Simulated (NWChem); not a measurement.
System: BeHSF; SMILES [F][Be][SH]

Parts of the log:

```
             Northwest Computational Chemistry Package (NWChem) 7.3.0
             --------------------------------------------------------

 CS  symmetry detected

                             Geometry "geometry" -> ""
                             -------------------------

 Output coordinates in angstroms (scale by  1.889725989 to convert to a.u.)

  No.       Tag          Charge          X              Y              Z
 ---- ---------------- ---------- -------------- -------------- --------------
    1 Be                   4.0000     0.02149838    -0.67297294     0.00000000
    2 F                    9.0000     0.01920939    -2.04911042     0.00000000
    3 S                   16.0000     0.06412568     1.23662352     0.00000000
    4 H                    1.0000    -1.28488893     1.34790918     0.00000000

 Effective nuclear repulsion energy (a.u.)      63.2072884553

      Symmetry information
      --------------------

 Group name             Cs
 Group number              2
 Group order               2
 No. of unique centers     4

                                 NWChem DFT Module
                                 -----------------

 Summary of "ao basis" -> "ao basis" (spherical)
 ------------------------------------------------------------------------------
       Tag                 Description            Shells   Functions and Types
 ---------------- ------------------------------  ------  ---------------------
 Be                        def2-svpd                 6       12   3s3p
 F                         def2-svpd                 9       23   4s3p2d
 S                         def2-svpd                11       27   5s4p2d
 H                         def2-svpd                 4        8   2s2p

      Symmetry analysis of basis
      --------------------------

        a'         50
        a"         20

            General Information
            -------------------
          SCF calculation type: DFT
          Wavefunction type:  closed shell.
          No. of atoms     :     4
          No. of electrons :    30
           Alpha electrons :    15
            Beta electrons :    15
          Charge           :     0
          Spin multiplicity:     1
          Use of symmetry is: off; symmetry adaption is: on
          Maximum number of iterations: 150
          AO basis - number of functions:    70
                     number of shells:    30
          Convergence on energy requested:  1.00D-06
          Convergence on density requested:  1.00D-05
          Convergence on gradient requested:  5.00D-04

              XC Information
              --------------
                        BHLYP Method XC Functional
                     Hartree-Fock (Exact) Exchange  0.500
                        Slater Exchange Functional  0.500 local
                    Becke 1988 Exchange Functional  0.500 non-local
              Lee-Yang-Parr Correlation Functional  1.000

             Grid Information
             ----------------
          Grid used for XC integration:  medium
          Radial quadrature: Mura-Knowles
          Angular quadrature: Lebedev.
          Tag              B.-S. Rad. Rad. Pts. Rad. Cut. Ang. Pts.
          ---              ---------- --------- --------- ---------
          Be                  1.05       49          12.0       434
          F                   0.50       49          12.0       434
          S                   1.00       88          12.0       590
          H                   0.35       45          11.0       434
          Grid pruning is: on
          Number of quadrature shells:   231
          Spatial weights used:  Erf1

      Superposition of Atomic Density Guess
      -------------------------------------

 Sum of atomic energies:        -511.70193063

      Non-variational initial energy
      ------------------------------

 Total energy =    -512.179770
 1-e energy   =    -832.596093
 2-e energy   =     257.209034
 HOMO         =      -0.346284
 LUMO         =      -0.028175

      Symmetry analysis of molecular orbitals - initial
      -------------------------------------------------

  Numbering of irreducible representations:

     1 a'          2 a"

  Orbital symmetries:

     1 a'          2 a'          3 a'          4 a'          5 a'
     6 a"          7 a'          8 a'          9 a'         10 a'
    11 a'         12 a"         13 a'         14 a'         15 a"
    16 a'         17 a'         18 a'         19 a"         20 a'
    21 a'         22 a"         23 a'         24 a'         25 a"

   convergence    iter        energy       DeltaE   RMS-Dens  Diis-err
 ---------------- ----- ----------------- --------- --------- ---------
 d= 0,ls=0.0,diis     1   -513.1895803332 -5.76D+02  1.61D-02  5.03D-01
 d= 0,ls=0.0,diis     2   -513.1992765175 -9.70D-03  5.74D-03  7.00D-01
 d= 0,ls=0.0,diis     3   -513.2569323557 -5.77D-02  1.03D-03  3.80D-03
 d= 0,ls=0.0,diis     4   -513.2574723688 -5.40D-04  4.04D-04  4.79D-04
 d= 0,ls=0.0,diis     5   -513.2575666767 -9.43D-05  1.38D-04  2.39D-05
  Resetting Diis
 d= 0,ls=0.0,diis     6   -513.2575722584 -5.58D-06  3.24D-05  2.67D-06
 d= 0,ls=0.0,diis     7   -513.2575728799 -6.22D-07  8.21D-06  7.17D-08

         Total DFT energy =     -513.257572879906
      One electron energy =     -835.219840919163
           Coulomb energy =      298.160818642948
    Exchange-Corr. energy =      -39.405839058951
 Nuclear repulsion energy =       63.207288455260

 Numeric. integr. density =       29.999997127886

                  Occupations of the irreducible representations
                  ----------------------------------------------

                     irrep           alpha         beta
                     --------     --------     --------
                     a'               12.0         12.0
                     a"                3.0          3.0

                       DFT Final Molecular Orbital Analysis
                       ------------------------------------

 Vector   13  Occ=2.000000D+00  E=-4.822293D-01  Symmetry=a'
              MO Center= -2.4D-01,  1.0D+00, -5.5D-11, r^2= 1.8D+00
   Bfn.  Coefficient  Atom+Function         Bfn.  Coefficient  Atom+Function
  ----- ------------  ---------------      ----- ------------  ---------------
    47      0.365612  3 S  px                63     -0.361791  4 H  s
    44      0.312338  3 S  px                41      0.184587  3 S  px
    38      0.178634  3 S  s                  5     -0.155656  1 Be py
    48     -0.152208  3 S  py                45     -0.144333  3 S  py
     3     -0.140969  1 Be s                 40      0.126243  3 S  s

[...]

                                NWChem TDDFT Module
                                -------------------

            General Information
            -------------------
           No. of orbitals :     140
            Alpha orbitals :      70
             Beta orbitals :      70
        Alpha frozen cores :       0
         Beta frozen cores :       0
     Alpha frozen virtuals :       0
      Beta frozen virtuals :       0
         Spin multiplicity :       1
    Number of AO functions :      70
        Use of symmetry is : off
      Symmetry adaption is : on
         Schwarz screening :  0.10D-07

              XC Information
              --------------
                 BHLYP Method XC Functional
              Hartree-Fock (Exact) Exchange   0.50
                 Slater Exchange Functional   0.50 local
             Becke 1988 Exchange Functional   0.50 non-local
       Lee-Yang-Parr Correlation Functional   1.00

             TDDFT Information
             -----------------
          Calculation type : Tamm-Dancoff TDDFT
         Wavefunction type : Restricted singlets
          No. of electrons :      30
           Alpha electrons :      15
            Beta electrons :      15
              No. of roots :       6
          Max subspacesize :    5200
            Max iterations :     100
               Target root :       1
           Target symmetry : none
      Symmetry restriction : off
                 Algorithm : Optimal
        Davidson threshold :  0.10D-03

    6 smallest eigenvalue differences (eV)
--------------------------------------------------------
  No. Spin  Occ  Vir  Irrep   E(Occ)    E(Vir)   E(Diff)
--------------------------------------------------------
    1    1   15   16 a"       -0.331    -0.003     8.939
    2    1   15   17 a"       -0.331     0.014     9.395
    3    1   15   18 a'       -0.331     0.032     9.869
    4    1   15   19 a"       -0.331     0.036     9.979
    5    1   15   20 a"       -0.331     0.055    10.506
    6    1   14   16 a'       -0.397    -0.003    10.728
--------------------------------------------------------

  Entering Davidson iterations
  Restricted singlet excited states

  Iter   NTrls   NConv    DeltaV     DeltaE      Time
  ----  ------  ------  ---------  ---------  ---------
    1      6       0     0.78E-01   0.10+100        7.4
    2     12       0     0.31E-01   0.17E-01        7.3
    3     18       0     0.25E-01   0.60E-02        7.3
    4     24       0     0.13E-01   0.15E-02        7.5
    5     30       2     0.51E-02   0.31E-03        7.1
    6     34       3     0.25E-02   0.47E-04        6.5
    7     37       4     0.74E-03   0.74E-05        4.2
    8     39       5     0.24E-03   0.54E-06        4.1
    9     40       6     0.56E-04   0.38E-07        4.2
  ----  ------  ------  ---------  ---------  ---------
  Convergence criterion met

  Ground state a'       -513.257572879906 a.u.

  ----------------------------------------------------------------------------
  Root   1 singlet a"             0.222084004 a.u.                6.0432 eV
  ----------------------------------------------------------------------------
     Transition Moments    X  0.00000   Y -0.00000   Z  0.45500
     Dipole Oscillator Strength                    0.0306506402
     Electric Quadrupole                           0.0000000317
     Magnetic Dipole                               0.0000005339
     Total Oscillator Strength                     0.0306512058

     Occ.   15  a"  ---  Virt.   16  a'      -0.79084
     Occ.   15  a"  ---  Virt.   17  a'      -0.50933
     Occ.   15  a"  ---  Virt.   19  a'       0.19952
     Occ.   15  a"  ---  Virt.   20  a'       0.23435
     Occ.   15  a"  ---  Virt.   22  a'       0.05543
     Occ.   15  a"  ---  Virt.   23  a'      -0.07127
     Occ.   15  a"  ---  Virt.   30  a'      -0.05385
  ----------------------------------------------------------------------------
  Root   2 singlet a"             0.234140046 a.u.                6.3713 eV
  ----------------------------------------------------------------------------
     Transition Moments    X  0.00000   Y  0.00000   Z -0.56557
     Dipole Oscillator Strength                    0.0499290400
     Electric Quadrupole                           0.0000000838
     Magnetic Dipole                               0.0000002090
     Total Oscillator Strength                     0.0499293327

     Occ.   15  a"  ---  Virt.   16  a'       0.57119
     Occ.   15  a"  ---  Virt.   17  a'      -0.76109
     Occ.   15  a"  ---  Virt.   20  a'       0.24418
     Occ.   15  a"  ---  Virt.   22  a'      -0.07260
     Occ.   15  a"  ---  Virt.   24  a'       0.08552
     Occ.   15  a"  ---  Virt.   26  a'      -0.08049
     Occ.   15  a"  ---  Virt.   28  a'      -0.06957
  ----------------------------------------------------------------------------
  Root   3 singlet a"             0.269304099 a.u.                7.3281 eV
  ----------------------------------------------------------------------------
     Transition Moments    X -0.00000   Y  0.00000   Z -0.18631
     Dipole Oscillator Strength                    0.0062317038
     Electric Quadrupole                           0.0000000199
     Magnetic Dipole                               0.0000000805
     Total Oscillator Strength                     0.0062318043

     Occ.   15  a"  ---  Virt.   16  a'       0.16484
     Occ.   15  a"  ---  Virt.   17  a'       0.26894
     Occ.   15  a"  ---  Virt.   19  a'       0.60350
     Occ.   15  a"  ---  Virt.   20  a'       0.44074
     Occ.   15  a"  ---  Virt.   22  a'       0.34716
     Occ.   15  a"  ---  Virt.   23  a'      -0.33546
     Occ.   15  a"  ---  Virt.   24  a'      -0.29498
     Occ.   15  a"  ---  Virt.   28  a'      -0.07998
     Occ.   15  a"  ---  Virt.   29  a'      -0.05577
     Occ.   15  a"  ---  Virt.   35  a'      -0.05167
  ----------------------------------------------------------------------------
  Root   4 singlet a'             0.275349185 a.u.                7.4926 eV
  ----------------------------------------------------------------------------
     Transition Moments    X -0.14206   Y  0.51499   Z -0.00000
     Dipole Oscillator Strength                    0.0523892650
     Electric Quadrupole                           0.0000000942
     Magnetic Dipole                               0.0000000312
     Total Oscillator Strength                     0.0523893904

     Occ.   13  a'  ---  Virt.   17  a'      -0.05415
     Occ.   14  a'  ---  Virt.   16  a'       0.21961
     Occ.   14  a'  ---  Virt.   17  a'      -0.27416
     Occ.   14  a'  ---  Virt.   19  a'       0.08518
     Occ.   14  a'  ---  Virt.   20  a'       0.13009
     Occ.   14  a'  ---  Virt.   23  a'      -0.08979
     Occ.   14  a'  ---  Virt.   26  a'      -0.08240
     Occ.   14  a'  ---  Virt.   28  a'      -0.06175
     Occ.   15  a"  ---  Virt.   18  a"       0.83259
     Occ.   15  a"  ---  Virt.   21  a"       0.33851
     Occ.   15  a"  ---  Virt.   25  a"       0.10637
  ----------------------------------------------------------------------------
  Root   5 singlet a'             0.288955489 a.u.                7.8629 eV
  ----------------------------------------------------------------------------
     Transition Moments    X -0.13598   Y -0.48531   Z  0.00000
     Dipole Oscillator Strength                    0.0489333124
     Electric Quadrupole                           0.0000001937
     Magnetic Dipole                               0.0000001433
     Total Oscillator Strength                     0.0489336494

     Occ.   14  a'  ---  Virt.   16  a'       0.84354
     Occ.   14  a'  ---  Virt.   17  a'       0.42743
     Occ.   14  a'  ---  Virt.   19  a'      -0.19908
     Occ.   14  a'  ---  Virt.   20  a'      -0.16940
     Occ.   14  a'  ---  Virt.   23  a'       0.08789
     Occ.   14  a'  ---  Virt.   26  a'      -0.06645
     Occ.   14  a'  ---  Virt.   28  a'      -0.06752
     Occ.   15  a"  ---  Virt.   21  a"      -0.10099
  ----------------------------------------------------------------------------
  Root   6 singlet a"             0.300407297 a.u.                8.1745 eV
  ----------------------------------------------------------------------------
     Transition Moments    X -0.00000   Y -0.00000   Z -0.30278
     Dipole Oscillator Strength                    0.0183603404
     Electric Quadrupole                           0.0000004504
     Magnetic Dipole                               0.0000000307
     Total Oscillator Strength                     0.0183608215

     Occ.   15  a"  ---  Virt.   19  a'      -0.67871
     Occ.   15  a"  ---  Virt.   20  a'       0.45543
     Occ.   15  a"  ---  Virt.   22  a'       0.54520
     Occ.   15  a"  ---  Virt.   26  a'       0.10470
     Occ.   15  a"  ---  Virt.   28  a'      -0.09626
     Occ.   15  a"  ---  Virt.   29  a'      -0.07234

              Target root =      1
          Target symmetry = none
      Ground state energy =   -513.257572879906
        Excitation energy =      0.222084003602
     Excited state energy =   -513.035488876304

  stored tddft:energy   -513.03548887630416
```

Level: BHandHLYP/def2-SVPD, TDA. All runs use the structure optimised with B3LYP/6-31G* (spherical d).

Task: Reconstruct the input file.

Result: This is not unique; one that fits is the input that was run:
```
start job
memory heap 200 mb stack 900 mb global 1100 mb
geometry units angstroms noautoz
  Be     0.001136    -0.627617     0.000000
  F     -0.062678    -2.002276     0.000000
  S      0.129099     1.278164     0.000000
  H     -1.213591     1.449653     0.000000
end
basis spherical
  * library def2-svpd
end
dft
  xc bhlyp
  iterations 150
end
tddft
  cis
  nroots 6
  notriplet
end
task tddft energy
```
